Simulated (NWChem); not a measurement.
# GeCl2F2; SMILES [Cl][Ge]([Cl])([F])[F]

```xyz
5

F      0.0000    -1.3669    -1.2795
Ge     0.0000     0.0000    -0.2507
F      0.0000     1.3669    -1.2795
Cl     1.7572     0.0000     0.9133
Cl    -1.7572     0.0000     0.9133
```
Atoms are numbered in this order, from 1.

Results from NWChem. Medium grid unless said otherwise, to which SCAN and Minnesota functionals are sensitive. All runs use the structure optimised with PBE0/def2-SVP. Total energies of different functionals are on different scales.

```json
[
 {"level": "B3LYP/def2-SVP", "energy (Ha)": "-3196.6016", "highest occupied level (eV)": "(withheld)", "orbital gap (eV)": "(withheld)", "dipole (D)": "1.22"},
 {"level": "PBE/def2-SVP", "energy (Ha)": "-3195.6597", "highest occupied level (eV)": "-8.43", "orbital gap (eV)": "5.59", "dipole (D)": "1.06"},
 {"level": "MN15/def2-SVP", "energy (Ha)": "-3196.4092", "highest occupied level (eV)": "-10.70", "orbital gap (eV)": "9.72", "dipole (D)": "1.11"},
 {"level": "BLYP/def2-SVP", "energy (Ha)": "-3196.5648", "highest occupied level (eV)": "-8.17", "orbital gap (eV)": "5.47", "dipole (D)": "1.12"},
 {"level": "M06/def2-SVP", "energy (Ha)": "-3196.3980", "highest occupied level (eV)": "-9.92", "orbital gap (eV)": "7.84", "dipole (D)": "1.38"},
 {"level": "M06-2X/def2-SVP", "energy (Ha)": "-3196.4626", "highest occupied level (eV)": "-11.42", "orbital gap (eV)": "10.99", "dipole (D)": "1.20"},
 {"level": "PBE0/def2-SVP", "energy (Ha)": "-3195.7867", "highest occupied level (eV)": "-10.02", "orbital gap (eV)": "8.15", "dipole (D)": "1.19"},
 {"level": "MPW1K/def2-SVP", "energy (Ha)": "-3196.6469", "highest occupied level (eV)": "-11.19", "orbital gap (eV)": "9.99", "dipole (D)": "1.26"}
]
```

Task: What belongs in the gaps?

Result: 
- B3LYP/def2-SVP, highest occupied level (eV): -9.62
- B3LYP/def2-SVP, orbital gap (eV): 7.51
